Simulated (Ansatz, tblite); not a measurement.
Spin states of the cluster Sn2S4, each relaxed with PBE-D4/def2-SVP in Ansatz. Electronic energies in the gas phase.

In the def2 sets Sn takes a core potential; there is no spin–orbit coupling. The xTB rows come from tblite. Correlated methods freeze 28 core orbitals; core or outer-core shells of Sn are correlated, in sets that lack core-valence functions. The rows differ in basis, and correlated rows in double-zeta sets carry the largest basis error. In CCSD on the charge 0 quintet the largest single amplitude is 0.29, so its Hartree–Fock determinant may place the open shell otherwise than the density functionals do. The structure comes from a short search, and lower isomers may exist.

Singlet geometry (Ci within 0.1 Å):

Cartesian coordinates in Å:
```
Sn -1.1563 -0.1454 1.5213
Sn 1.1604 0.1498 -1.5226
S -1.1725 1.1518 -0.8180
S 1.1724 -1.1552 0.8128
S 0.5499 2.3786 -0.4294
S -0.5540 -2.3796 0.4359
```

Triplet geometry (Cs within 0.1 Å):

```xyz
6

Sn   -0.237   -1.730   -0.762
Sn    0.277    2.408   -0.001
S     1.616   -1.037    0.928
S    -1.646    0.700   -0.545
S     1.695    0.311   -0.715
S    -1.705   -0.651    1.095
```

Quintet geometry (Ci within 0.1 Å):

```xyz
6

Sn   -0.1913    1.5359    0.8049
Sn    0.1913   -1.5360   -0.8050
S    -1.8072    0.0517   -0.5182
S     1.8071   -0.0517    0.5182
S    -0.0167   -0.3325   -2.9302
S     0.0167    0.3326    2.9302
```

⟨S²⟩: triplet 2.01 at PBE0-D4/def2-TZVP (pure 2.00), quintet 6.04 at PBE0-D4/def2-TZVP (pure 6.00).

Run but left out: MP2/def2-TZVP (quintet: ⟨S²⟩ 6.16, where a pure state has 6.00).

Only these spin states were relaxed. The triplet has other bonds than the singlet, so the gap mixes isomer and spin. The quintet has other bonds than the singlet, so the gap mixes isomer and spin.

```json
{"level": "GFN2-xTB", "triplet − singlet (kcal/mol)": "42.8", "quintet − singlet (kcal/mol)": "69.7", "lowest of these": "singlet", "remarks": "–"}
{"level": "PBE-D4/def2-TZVP", "triplet − singlet (kcal/mol)": "36.6", "quintet − singlet (kcal/mol)": "74.1", "lowest of these": "singlet", "remarks": "–"}
{"level": "PBE0-D4/def2-TZVP", "triplet − singlet (kcal/mol)": "41.2", "quintet − singlet (kcal/mol)": "81.4", "lowest of these": "singlet", "remarks": "–"}
{"level": "MP2/def2-SVP", "triplet − singlet (kcal/mol)": "44.9", "quintet − singlet (kcal/mol)": "85.9", "lowest of these": "singlet", "remarks": "spin-contaminated (⟨S²⟩ 6.15) (quintet)"}
```

Task: Estimate the rows for GFN1-xTB, HF/def2-SVP, HF/def2-TZVP, CCSD/def2-SVP.

Result: 
```csv
level,triplet − singlet (kcal/mol),quintet − singlet (kcal/mol),lowest of these,remarks
GFN1-xTB,58.5,110.7,singlet,–
HF/def2-SVP,43.0,53.6,singlet,spin-contaminated (⟨S²⟩ 6.15) (quintet)
HF/def2-TZVP,43.9,58.2,singlet,spin-contaminated (⟨S²⟩ 6.16) (quintet)
CCSD/def2-SVP,44.1,74.3,singlet,spin-contaminated (⟨S²⟩ 6.15) (quintet)
```

The xTB methods have no spin-polarisation term.
